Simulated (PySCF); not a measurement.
Species: C₄H₆B₂.
Geometry (PBE0-D3(BJ)/def2-SVP, Å), atoms numbered from 1 in this order:
```xyz
12
C4H6B2 angstrom
B      0.291    1.422   -0.075
C      1.486    0.412   -0.095
C      1.245   -0.903    0.131
B     -0.229   -1.427    0.092
C     -1.423   -0.417    0.108
C     -1.182    0.898   -0.117
H      0.505    2.601    0.106
H      2.522    0.765   -0.179
H      2.089   -1.597    0.229
H     -0.442   -2.607   -0.081
H     -2.459   -0.769    0.190
H     -2.026    1.593   -0.217
```

Linear response at PBE0/def2-SVPD (PySCF, frozen core in the response, non-relativistic).

Static isotropic polarisability: 71.64 au (10.62 Å³), principal values 46.2, 74.8, 93.9 au.

Q: What is the polarisability at 1064 nm and at the sodium D line?

A: 72.57 au at 1064 nm (+1.3 %), 74.91 au at 589.3 nm (+4.6 %). The rise at 589.3 nm is 3.50 times that at 1064 nm; a pure ω² law gives 3.26. The lowest singlet lies at 445 nm, shorter than both wavelengths.

Q: What is the isotropic C6 coefficient between two such molecules, C6 = (3/π)∫α(iω)² dω?

A: 1848 au (Eh·bohr⁶) by a ten-point quadrature over imaginary frequencies, which is 1100 eV·Å⁶ or 107 J·nm⁶/mol.

Q: Which effective excitation energy ω̄ makes London's formula C6 = (3/4)α²ω̄ exact here?

A: ω̄ = 4·C6/(3α²) = 0.480 Eh = 13.1 eV. A one-pole form α(ω) = α/(1 − ω²/ω̄²) fitted to the 1064 nm value gives 10.3 eV.

Q: How anisotropic is the static polarisability, by Δα² = ½[(α1 − α2)² + (α2 − α3)² + (α3 − α1)²]?

A: Δα = 41.6 au, or 0.58 of the isotropic value.

Q: What three-body coefficient follows from the one-pole estimate C9 = (3/4)·α·C6?

A: 99300 au. This is an estimate from the two numbers above, not a computed integral.

Q: The lowest 6 singlets have (eV, f): 2.79, 0.000; 3.56, 0.000; 4.04, 0.000; 4.28, 0.019; 5.06, 0.115; 5.74, 0.001. What share of the static polarisability do they carry in the sum over states α = Σ f/ω²?

A: 4.12 au, 5.7 % of α; the largest term, 3.34 au, is that of the state at 5.06 eV. Their oscillator strengths add up to 0.13. Higher states carry the rest.

Q: What molar refraction at the D line follows from R = (4π/3)·N_A·α′, with α′ the polarisability volume?

A: α′ = 11.10 Å³ gives R = 28.00 cm³/mol, for isolated, non-vibrating species.

Q: How many electrons N does the Slater–Kirkwood formula C6 = (3/4)·√N·α^(3/2) need to give this C6?

A: N = (4·C6/3)²/α³ = 16.5; the species has 40 electrons in all.

The run took 25 s on one thread of an Arm Neoverse N1, on a shared host. This is the whole response run at PBE0/def2-SVPD, SCF included.

One conformer stands for the species.
